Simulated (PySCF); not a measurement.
B(OH)(SH)2 (BH3OS2), SMILES OB(S)S.

Geometry: TPSSh-D3(BJ)/def2-SVP. The values are those of a single conformer.

Level of theory: TDDFT-ωB97X/def2-SVPD run with PySCF 2.14.0.

Vertical excitations. Gas-phase values at a fixed geometry. State labels are in the subgroup Cs.

```csv
state,symmetry,energy (eV),λ (nm),f,main pairs
S1,A",6.12,203,0.000,"HOMO→LUMO 51 %, HOMO→LUMO+2 17 %"
S2,A",6.59,188,0.010,"HOMO−1→LUMO 27 %, HOMO→LUMO+2 26 %, HOMO→LUMO+5 11 %, HOMO→LUMO+10 9 %"
S3,A',6.79,183,0.218,HOMO→LUMO+1 94 %
S4,A",7.25,171,0.000,"HOMO→LUMO+3 31 %, HOMO→LUMO 31 %, HOMO→LUMO+2 8 %, HOMO→LUMO+13 6 %"
S5,A',7.65,162,0.080,HOMO−1→LUMO+1 87 %
S6,A",7.70,161,0.077,"HOMO−1→LUMO 32 %, HOMO→LUMO+5 25 %, HOMO−2→LUMO+1 10 %"
S7,A",7.80,159,0.012,HOMO−2→LUMO+1 73 %
S8,A",8.04,154,0.004,"HOMO→LUMO+4 28 %, HOMO−1→LUMO+2 18 %, HOMO−2→LUMO+1 9 %, HOMO→LUMO+2 9 %"
S9,A',8.11,153,0.005,HOMO−2→LUMO 72 %
S10,A",8.24,150,0.001,"HOMO→LUMO+3 32 %, HOMO→LUMO+4 18 %, HOMO→LUMO+2 17 %, HOMO−1→LUMO 12 %"
T1,A",5.77,215,0,"HOMO→LUMO 42 %, HOMO→LUMO+2 17 %, HOMO→LUMO+4 9 %"
T2,A',5.98,207,0,HOMO→LUMO+1 94 %
T3,A",6.19,200,0,"HOMO→LUMO+2 25 %, HOMO−1→LUMO 22 %, HOMO→LUMO+10 12 %, HOMO→LUMO+5 11 %"
T4,A',6.68,186,0,HOMO−1→LUMO+1 93 %
```
Triplets are in the Tamm–Dancoff approximation, which puts them higher than full response would, so one can lie above its singlet here.
